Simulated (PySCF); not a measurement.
One entry of a table of gas-phase calculations, keyed by method. Lists by class give the value and the number of equivalent atoms.

```json
{
 "formula": "C6H11FS2Si",
 "smiles": "C/C(F)=C(\\C)[SiH]1SCCS1",
 "inchi": "InChI=1S/C6H11FS2Si/c1-5(7)6(2)10-8-3-4-9-10/h10H,3-4H2,1-2H3/b6-5-",
 "charge": 0,
 "multiplicity": 1,
 "geometry_level": "GFN2-xTB",
 "atoms_angstrom": [
  ["C", 3.622, -0.448, 0.021],
  ["C", 2.216, -0.439, 0.519],
  ["F", 2.126, -0.891, 1.801],
  ["C", 1.096, -0.08, -0.095],
  ["C", 1.062, 0.409, -1.512],
  ["Si", -0.534, -0.163, 0.84],
  ["S", -1.651, 1.672, 0.627],
  ["C", -3.008, 0.957, -0.364],
  ["C", -3.326, -0.454, 0.07],
  ["S", -1.872, -1.532, -0.144],
  ["H", 3.805, 0.388, -0.648],
  ["H", 3.832, -1.377, -0.51],
  ["H", 4.298, -0.381, 0.87],
  ["H", 2.026, 0.313, -2.002],
  ["H", 0.329, -0.166, -2.077],
  ["H", 0.755, 1.455, -1.535],
  ["H", -0.463, -0.473, 2.258],
  ["H", -3.869, 1.609, -0.217],
  ["H", -2.709, 0.983, -1.412],
  ["H", -3.624, -0.487, 1.118],
  ["H", -4.12, -0.878, -0.545]
 ],
 "electronic_structure_code": "PySCF",
 "results": {
  "GFN2-xTB geometry": {
   "point_group": "C1",
   "rotational_constants_GHz": [1.545, 0.502, 0.471]
  },
  "PBE0/pcSseg-1 ground state and GIAO shieldings, non-relativistic": {
   "dipole_D": 2.0,
   "homo_eV": -6.85,
   "lumo_eV": -0.46,
   "shift_vs_computed_TMS_C_by_class_ppm": [
    [174.9, 1],
    [111.6, 1],
    [42.0, 2],
    [18.0, 1],
    [13.2, 1]
   ],
   "shift_vs_computed_TMS_H_by_class_ppm": [
    [6.28, 1],
    [2.91, 2],
    [2.84, 2],
    [2.16, 3],
    [1.74, 3]
   ],
   "shielding_other_nuclei_by_class_ppm": [
    ["F", 236.0, 1],
    ["Si", 337.7, 1],
    ["S", 631.9, 2]
   ],
   "charges_hirshfeld_e_by_atom": [-0.12, 0.1, -0.08, -0.13, -0.12, 0.29, -0.1, -0.07, -0.07, -0.09, 0.06, 0.06, 0.05, 0.04, 0.04, 0.04, -0.08, 0.05, 0.04, 0.04, 0.05]
  }
 }
}
```

In atomic units the dipole is 0.79 e·bohr (1 au = 2.5417 D).

 GFN2-xTB frequencies show an imaginary mode (28i cm⁻¹), so this geometry is no minimum at that level. NMR classes are plain means over equivalent atoms (diastereotopic ones count apart unless rotation or inversion swaps them), as if these changed places fast; in this geometry the members of some classes differ.

One conformer stands for the species.
